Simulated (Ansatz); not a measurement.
Correlation energies of C2H5BClF, SMILES `CB(F)CCl` by basis set

```xyz
10

C    -1.251   -0.416   -0.472
B     0.048   -0.438    0.386
F     0.307   -1.495    1.152
C     1.108    0.731    0.414
Cl    2.104    0.356   -1.037
H    -2.053    0.020    0.138
H    -1.580   -1.416   -0.760
H    -1.156    0.208   -1.362
H     1.775    0.721    1.274
H     0.698    1.730    0.267
```

Charge 0, multiplicity 1. Geometry: relaxed with PBE0-D4/def2-TZVP. It is one conformer, not always the lowest. Frozen core, restricted reference, Ansatz. CBS rows extrapolate triple and quadruple zeta; past MP2 they add the triple-zeta difference.

```csv
basis,HF (Eh),MP2 corr.,CCSD corr.,(T),CCSD(T) total
def2-TZVPP,?,-0.88111,-0.92655,-0.03467,?
def2-QZVPP,?,-0.95333,–,–,–
CBS(def2),?,?,-1.05227,as TZ,?
```

Task: Fill in the withheld values. (Estimate.)

Result: Computed: def2-TZVPP HF (Eh): -662.44206; def2-TZVPP CCSD(T) total: -663.40328; def2-QZVPP HF (Eh): -662.46390; CBS(def2) HF (Eh): -662.46691; CBS(def2) MP2 corr.: -1.00683; CBS(def2) CCSD(T) total: -663.55385.
